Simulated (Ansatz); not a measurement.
Stepwise reaction of `FB(F)Cl` with hydrogen chloride, as a gas-phase model of exchange steps in deposition or etching. ΔE in kJ/mol; ΔG adds harmonic PBE0-D4 terms to CCSD(T)/CBS, at 1 bar.

Isolated molecules relaxed with PBE0-D4/def2-TZVP in Ansatz; ΔE leaves out vibrations. CCSD(T)/CBS adds triple-zeta CCSD(T) − MP2 to the extrapolated MP2 energy (def2 sets, frozen cores). This one scheme is used for every species. Functionals use def2-TZVPP. B3LYP here is the variant with VWN-RPA as its local correlation; programs differ in this.

```tsv
step	reaction	PBE-D4	B3LYP-D4	ωB97M-V	CCSD(T)/CBS	ΔG(600 K)
2	`FB(Cl)Cl` + HCl → `ClB(Cl)Cl` + H–F	52.1	61.6	61.4	53.7	63.4
```

Give the row of step 1, `FB(F)Cl` + HCl → `FB(Cl)Cl` + H–F. (Best estimate.)

Ansatz gave: 
| step | reaction | PBE-D4 | B3LYP-D4 | ωB97M-V | CCSD(T)/CBS | ΔG(600 K) |
| --- | --- | --- | --- | --- | --- | --- |
| 1 | `FB(F)Cl` + HCl → `FB(Cl)Cl` + H–F | 55.2 | 65.0 | 64.2 | 59.4 | 63.3 |

By hand: ΔE of the 2 steps together at CCSD(T)/CBS.

(59.4) + (53.7) = 113.1 kJ/mol, or 56.5 kJ/mol a step.

In ΔE each step is lower than the one before. All are uphill at CCSD(T)/CBS. ΔG lies between 63.3 and 63.4 kJ/mol a step. PBE-D4 differs from CCSD(T)/CBS by -4.2 to -1.6 kJ/mol a step. Isolated molecules leave out the surface, adducts and barriers. Largest T1 diagnostic: 0.012.
